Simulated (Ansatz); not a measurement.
System: C₄H₁₀O, net charge 0, singlet state. 
Geometry from a B3LYP-D3(BJ)/def2-TZVP (Ansatz, a quantum-chemistry and plane-wave program) optimisation:
SMILES: C(C)(C)OC
```xyz
15

C     -0.1469     1.5674     0.1858
C     -0.4585     0.0755     0.2483
C     -1.7711    -0.2620    -0.4354
O      0.5451    -0.7063    -0.3968
C      1.7693    -0.7879     0.2970
H      0.7860     1.8099     0.6955
H     -0.9432     2.1408     0.6641
H     -0.0656     1.8890    -0.8545
H     -0.5108    -0.2339     1.3034
H     -1.7280     0.0185    -1.4896
H     -1.9690    -1.3321    -0.3733
H     -2.5977     0.2754     0.0320
H      2.3021     0.1694     0.3228
H      2.3875    -1.5139    -0.2296
H      1.6207    -1.1310     1.3296
```

Parts of the frozen-core correlation energy in STO-3G (Ansatz, hartree). Frozen orbitals: 5; correlated occupied orbitals by spin: 16 and 16; virtual: 14 and 14. Spin-orbit coupling is left out. No relativistic terms.

```csv
term,value
reference (HF),-229.29572
MP2 opposite-spin,-0.21533
MP2 same-spin,-0.02606
CCSD correlation,-0.32023
(T),-0.00263
T1 diagnostic,0.005
largest doubles amplitude,0.031
```
